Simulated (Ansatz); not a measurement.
Calculated with Ansatz (gas phase, PBE0-D4/def2-TZVP geometries, no zero-point term in ΔE). CCSD(T)/CBS is the MP2 limit (def2-TZVPP, def2-QZVPP) plus CCSD(T) − MP2 in def2-TZVPP, frozen cores. Each species was taken in one conformer, which may not be the lowest.

Reaction (redistribution): `CCB(F)Cl` + `C=C(C)B(C)F` → `CCB(C)F` + `C=C(C)B(F)Cl`

`CCB(F)Cl`:

Cartesian coordinates in Å:
```
C -0.971 -0.379 -0.708
C 0.267 -0.459 0.177
B 0.852 0.908 0.639
F 0.307 2.057 0.287
Cl 2.282 1.001 1.663
H -1.791 0.132 -0.199
H -0.767 0.174 -1.627
H -1.322 -1.373 -0.989
H 0.068 -1.051 1.080
H 1.074 -1.009 -0.322
```

`C=C(C)B(C)F`:

Z-matrix (Å, degrees):
```
C
C 1 1.500
H 1 1.094 2 111.2
H 1 1.094 2 111.2 3 118.3
H 1 1.092 2 111.8 3 -120.9
B 2 1.562 1 119.8 3 -59.0
C 2 1.336 1 121.5 3 120.9
C 6 1.562 2 124.2 1 0.5
F 6 1.337 2 117.5 1 -179.7
H 7 1.088 2 122.1 1 0.0
H 7 1.085 2 121.1 1 -180.0
H 8 1.096 6 110.2 2 59.4
H 8 1.096 6 110.6 2 -56.6
H 8 1.091 6 113.2 2 -178.8
```

`CCB(C)F`:

Z-matrix (Å, degrees):
```
C
C 1 1.522
H 1 1.092 2 111.3
H 1 1.092 2 111.8 3 120.4
H 1 1.092 2 111.3 3 -119.1
B 2 1.565 1 116.9 3 59.7
H 2 1.100 1 110.9 3 -63.4
H 2 1.100 1 110.9 3 -177.5
F 6 1.338 2 118.3 1 0.5
C 6 1.564 2 124.9 1 -179.5
H 10 1.096 6 109.9 2 120.7
H 10 1.091 6 113.9 2 -1.1
H 10 1.095 6 110.1 2 -123.3
```

`C=C(C)B(F)Cl`:

Cartesian coordinates in Å:
```
C -0.895 -1.211 0.096
C -0.112 -0.137 -0.040
C 0.603 0.482 1.122
B 0.034 0.456 -1.463
F -0.589 -0.078 -2.498
Cl 1.030 1.868 -1.787
H -1.051 -1.688 1.061
H -1.407 -1.649 -0.753
H 0.308 1.526 1.253
H 1.684 0.487 0.960
H 0.395 -0.055 2.049
```

| species | CCSD(T)/CBS(def2) energy (Eh) |
| --- | --- |
| `CCB(F)Cl` | -663.59538 |
| `C=C(C)B(C)F` | -281.67365 |
| `CCB(C)F` | -243.64137 |
| `C=C(C)B(F)Cl` | -701.62808 |

Work out ΔE.

ΔE = (-243.64137) + (-701.62808) − (-663.59538) − (-281.67365) = -0.00042 Eh = -0.3 kcal/mol.

Largest T1 diagnostic among the species: 0.012.

Leaving LDA and LC-ωPBE aside and taking each functional with its dispersion term where it has one, the values, not all of them listed here, spread over 0.3 kcal/mol, from B97M-V to ωB97X-V.
